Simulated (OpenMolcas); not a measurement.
Consider [Cu2(μ-OH)2(H2O)4]2+, a planar model complex in vacuum (2 bridging OH, bridge angle 92°, metal-metal distance 2.83 Å, Cu–OH 1.97 Å; typed geometry, not optimised).

```xyz
18

Cu    -1.4171     0.0000     0.0000
Cu     1.4171     0.0000     0.0000
O      0.0000     1.3685     0.0000
H      0.0000     2.3285     0.0000
O      0.0000    -1.3685     0.0000
H      0.0000    -2.3285     0.0000
O     -2.8030     1.3859     0.0000
H     -3.2158     1.7987     0.7747
H     -3.2158     1.7987    -0.7747
O     -2.8030    -1.3859     0.0000
H     -3.2158    -1.7987     0.7747
H     -3.2158    -1.7987    -0.7747
O      2.8030     1.3859     0.0000
H      3.2158     1.7987     0.7747
H      3.2158     1.7987    -0.7747
O      2.8030    -1.3859     0.0000
H      3.2158    -1.7987     0.7747
H      3.2158    -1.7987    -0.7747
```

Give the energies of the total-spin states at CASSCF(2,2) on the singly occupied d orbitals (ANO-RCC-VDZP on Cu, O and ANO-RCC-VDZ on H, scalar-relativistic DKH2, RICD, no spin-orbit coupling, OpenMolcas), and the exchange constant.

Local spins 1/2 and 1/2.

```csv
total S,E (cm⁻¹),"natural occupations, lowest and highest"
1,0.0,"1.000, 1.000"
0,25.9,"0.988, 1.012"
```

J = 12.9 cm⁻¹ (ferromagnetic).

J is defined by H = −2J S1·S2, so negative values are antiferromagnetic. Wave-function values come from the highest and lowest total spin; broken-symmetry values use Yamaguchi's formula with the computed ⟨S²⟩. The active space holds the singly occupied metal orbitals alone, without bridging-ligand orbitals. No row is a measured value.
